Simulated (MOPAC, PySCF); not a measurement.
Ligand exchange on a metal centre used in film growth or etching (Cd CH3-Br). Gas-phase values, no solvent. One relaxed conformer stands for each flexible species; it need not be the lowest.

Quantity: redistribution energy (mixed species minus the weighted end members), in eV. Semi-empirical values (MOPAC) are differences of heats of formation.

Level 1: TPSSh-D3(BJ)/def2-TZVP // PBE-D3(BJ)/def2-SVP (PySCF)
Level 2: PBE/6-31G* (LANL2DZ on Cd) // PBE-D3(BJ)/def2-SVP (PySCF)
Level 3: frozen-core MP2/6-31G* (LANL2DZ on Cd) // PBE-D3(BJ)/def2-SVP (PySCF)
Level 4: PM3 // PBE-D3(BJ)/def2-SVP (MOPAC)

| species | level 1 | level 2 | level 3 | level 4 |
|---|---|---|---|---|
| 1 of 2 CH3 replaced by Br: [Cd(CH3)(Br)] | -0.174 | -0.215 | -0.186 | -0.162 |
